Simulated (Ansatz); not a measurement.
Compare A (`CBOC`) with its isomer B (`BOCC`).

Computed with Ansatz on PBE0-D4/def2-TZVP structures; ΔE is electronic, products minus reactants. CCSD(T)/CBS adds triple-zeta CCSD(T) − MP2 to the extrapolated MP2 energy (def2 sets, frozen cores). Functionals use def2-TZVPP. B3LYP here is the variant with VWN-RPA as its local correlation; programs differ in this. Each species was taken in one conformer, which may not be the lowest.

(1) Which isomer does CCSD(T)/CBS put lower? Give the gap. (Estimate.)

(2) Give E(B) − E(A) in kcal/mol with PBE-D4, B3LYP, PBE0-D4, BLYP-D4, B3LYP-D4, CCSD(T)/def2-SVP, B2PLYP. (Estimate.)

(3) Does the order hold for the free energy at 298.15 K (harmonic terms from PBE0-D4)? (Estimate.)

Largest T1 diagnostic: 0.013.

Results:

(1) Computed: A, by 9.0 kcal/mol.

(2) Computed: PBE-D4 9.9, B3LYP 9.7, PBE0-D4 9.9, BLYP-D4 9.3, B3LYP-D4 9.4, CCSD(T)/def2-SVP 8.0, B2PLYP 9.3. None reverses the order clearly.

(3) The calculation gave: Yes: G(B) − G(A) = +9.5 kcal/mol, for one conformer each.

At CCSD(T), def2-SVP lies −1.0 kcal/mol from the extrapolated value and def2-TZVPP −0.1 kcal/mol. Leaving LDA and LC-ωPBE aside and taking each functional with its dispersion term where it has one, the values, not all of them listed here, spread over 1.9 kcal/mol, from ωB97X-V to B97M-V.
